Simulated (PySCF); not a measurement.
A geometry optimisation on `[Cl][InH3-]` ([InClH3]-).

Computed with PBE0-D3(BJ)/def2-SVP geometry optimisation, gas phase, def2 core potentials past Kr (PySCF 2.14.0). Start geometry: GFN2-xTB. A driver script takes a list of jobs; this job's settings line and coordinates (Å) are shown.

Input:
```
{"job": {"xc": "PBE0", "basis": "def2-SVP", "d3": "d3bj", "grid": 1, "maxiter": 30, "shake": 0.03, "kind": "geom"}, "charge": -1, "multiplicity": 1}
In     0.059080    -0.076050    -0.163160
Cl    -0.004230    -0.033930     2.157170
H      1.560190     0.006420    -0.696890
H     -0.718400     1.417760    -0.656520
H     -0.821790    -1.424680    -0.702710
```

Problem. What does the run print?

Solution. 
```
step   0  E = -651.88975172  max force = 0.049864
step   1  E = -651.90519053  max force = 0.009894
step   2  E = -651.90585611  max force = 0.003919
step   3  E = -651.90597235  max force = 0.000439
step   4  E = -651.90597720  max force = 0.000237
optimisation converged
```

Energies in Eh; «max force» is the largest Cartesian gradient component in Eh/bohr.

Problem. Give the first gradient maximum in eV/Å.

Solution. With 1 Eh/bohr = 51.422 eV/Å, 2.564 eV/Å.

Main results: final energy -651.90598 Eh after 4 steps.

Problem. Where do the atoms end?

Solution. 0.120 Å rms from the input after alignment:
```
atom  x, y, z in Å
In1    0.0143   -0.0197   -0.2257
Cl2    0.0144   -0.0540    2.2700
H3     1.7269   -0.0382   -0.7031
H4    -0.8139    1.4834   -0.6868
H5    -0.8670   -1.4820   -0.7164
```

Hardware: one thread of an Arm Neoverse V1, no GPU, shared host with 64 logical CPUs at a one-minute load of 18. Cost: 6.8 s, 0.25 GiB resident at most.
Labels such as C1 count atoms from 1, the log's own numbers from 0.
